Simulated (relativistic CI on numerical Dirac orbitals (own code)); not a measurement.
## One change at a time: In³⁴⁺

Base calculation: Dirac-Coulomb-Breit CI, KLI orbitals optimised for each configuration, QED by a radiative potential, unscaled Slater integrals.

Configuration list (outside the closed core [Ne]): 3s²3p³, 3s3p⁴, 3s²3p²3d, 3p⁵, 3s3p³3d, 3p⁴3d, 3s3p²3d², 3s²3p3d4p, 3p⁴4s, 3s3p²3d4s, 3p⁴4p, 3s²3p²4s, 3s²3p²4p, 3p³3d4p, 3s²3p²4d, 3s3p³4s, 3s²3p²4f, 3s3p³4p, 3s3p³4d, 3s3p³4f, 3s²3p²5s, 3s²3p²5p, 3s²3p4s4p, 3s²3p²5d, 3s²3p²5f, 3s²3p²5g, 3s3p²4s², 3s3p³5s, 3s²3p3d², 3s²3d³, 3s3p3d³, 3s²3d²4s, 3s²3d²4p, 3s²3d²4d, 3p³3d², 3p²3d³, 3p²3d²4s, 3p²3d²4p, 3p²3d²4d, 3s²3p3d4s, 3s3p3d²4s, 3s²3d4s², 3s²3d4s4p, 3s²3d4s4d, 3s3p²3d4p, 3s3p3d²4p, 3s3p3d4s4p, 3s3p3d4p², 3s3p3d4p4d, 3p³3d4s, 3p²3d4s², 3p²3d4s4p, 3p²3d4s4d, 3s²3p4s², 3s3p3d4s², 3s²4s²4p, 3s²4s²4d, 3s²3p4p², 3s²3d4p², 3s²4s4p², 3s²4p³, 3s²4p²4d, 3s3p²4s4p, 3s3p4s²4p, 3s3p4s4p², 3s3p4s4p4d. Double excitations out of closed p, d and f shells are left out; levels of such configurations are missing from the list, as are those of other unlisted configurations, and high levels can miss mixing partners. These lack a partner that the ground configuration has and come out too high: 3s²3p²4f, 3s3p³4d, 3s3p³4f, 3s²3p²5s, 3s²3p²5p.

Variants: (1) one mean potential for all configurations. Shifts of the energy above 3s²3p³ ²P°3/2, in cm⁻¹, for the lowest level and the first level of each name with at least 55 % of one term (blank where a level changes its place among those of its configuration and J or its character, or is not in the variant):

```tsv
Level	Base	Δ(1)
3s²3p³ ²P°3/2	0	0
3s²3p³ ²D°5/2	405625	+37
3s²3p³ ²P°1/2	478343	+41
3s3p⁴ ⁴P5/2	1057789	+399
3s²3p²3d ⁴D1/2	1428736	-167
3s3p³3d ⁶D°1/2	2133054	+434
3s3p³3d ⁶D°9/2	2213963	+389
```

At this charge energies of transitions that change n are usually good to better than 1 %, and those within a shell (Δn = 0) to a few per cent.

Ionisation energy from the two ground configurations alone: base 2188.2 eV. The NIST ASD value (semi-empirical) is 2207 eV.

LS names give the leading component of a level, which can be under half, so a name can repeat, a term be missing and a line seem to break the LS rules.
